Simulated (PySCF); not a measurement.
CF2GaNO, SMILES O=C=[N][Ga]([F])[F].

Coordinates come from a TPSSh-D3(BJ)/def2-SVP optimisation. The structure was generated by enumeration; whether it is a known compound was not checked. One conformer was computed; it need not be the lowest.

Computed with PySCF with PBE/def2-TZVP.

Symmetry labels are those of the subgroup Cs that the program uses (full group Cs).

Computed valence orbital energies around the gap with their symmetry:
```
orbital  symmetry  energy (eV)
-------  --------  -----------
HOMO−7         A'       -11.71
HOMO−6         A'       -10.88
HOMO−5         A"       -10.18
HOMO−4         A'        -9.74
HOMO−3         A"        -9.72
HOMO−2         A'        -9.56
HOMO−1         A"        -8.04
HOMO           A'        -7.99
LUMO           A'        -3.01
LUMO+1         A"        -2.20
LUMO+2         A'        -0.55
LUMO+3         A'         0.29
```
